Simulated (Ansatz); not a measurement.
`O[SiH](F)CF` + `[AlH3]` → `O[SiH]([AlH2])CF` + H–F  (formal exchange of groups at the Si–F bond)

Isolated molecules relaxed with PBE0-D4/def2-TZVP in Ansatz; ΔE leaves out vibrations. CBS: MP2 limit from def2 TZ/QZ plus the TZ coupled-cluster correction, frozen cores. This one scheme is used for every species. Functionals use def2-TZVPP. B3LYP here is the variant with VWN-RPA as its local correlation; programs differ in this. One conformer a species, not always the lowest.

`O[SiH](F)CF`:

```xyz
9

O     0.535    1.309    1.167
Si    0.347    0.700   -0.329
F    -0.741    1.528   -1.152
C    -0.264   -1.078   -0.206
F    -1.205   -1.149    0.826
H    -0.117    1.060    1.826
H     1.634    0.825   -1.040
H     0.553   -1.766    0.036
H    -0.741   -1.429   -1.127
```

`[AlH3]`:

Z-matrix (Å, degrees):
```
Al
H 1 1.586
H 1 1.586 2 120.0
H 1 1.586 2 120.0 3 -179.9
```

`O[SiH]([AlH2])CF`:

Z-matrix (Å, degrees):
```
Si
Al 1 2.480
C 1 1.899 2 109.4
O 1 1.658 2 112.9 3 125.6
H 1 1.489 2 111.2 3 -117.0
H 2 1.590 1 121.5 3 65.7
H 2 1.593 1 119.8 3 -114.3
F 3 1.390 1 111.9 2 -173.0
H 3 1.097 1 111.8 2 66.0
H 3 1.098 1 109.6 2 -52.9
H 4 0.957 1 117.8 2 -40.4
```

H–F:

Cartesian coordinates in Å:
```
F 0.329 0.206 0.246
H -0.329 -0.206 -0.246
```

| level | ΔE (kJ/mol) |
| --- | --- |
| r2SCAN-D4 | 171.5 |
| B3LYP-D4 | 172.7 |
| ωB97X-V | 174.7 |
| ωB97M-V | 180.9 |
| SCS-MP2/def2-TZVPP | 182.2 |
| HF/def2-QZVPP | 204.9 |
| MP2/def2-QZVPP | 176.8 |
| MP2/CBS(def2) | 175.4 |

What does CCSD(T)/CBS give? (Best estimate.)

The calculation gave: +169.3 kJ/mol. The listed levels differ from it by 2.2, 3.4, 5.4, 11.6, 12.9, 35.6, 7.5, 6.1 kJ/mol.

Largest T1 diagnostic among the species: 0.012.

The D4 term adds −4.7 kJ/mol with B3LYP and −2.9 kJ/mol with PBE0; it sums over pairs of atoms, weighted by their polarisabilities, and B3LYP, whose exchange is more repulsive, gets the larger term. From PBE to PBE0 (25 % exact exchange), in def2-TZVPP and without D4, ΔE moves by +7.9 kJ/mol.

CCSD(T)/CBS has its own doubt, a few kJ/mol and more with outer-core shells, so smaller differences from it don't rank the levels.
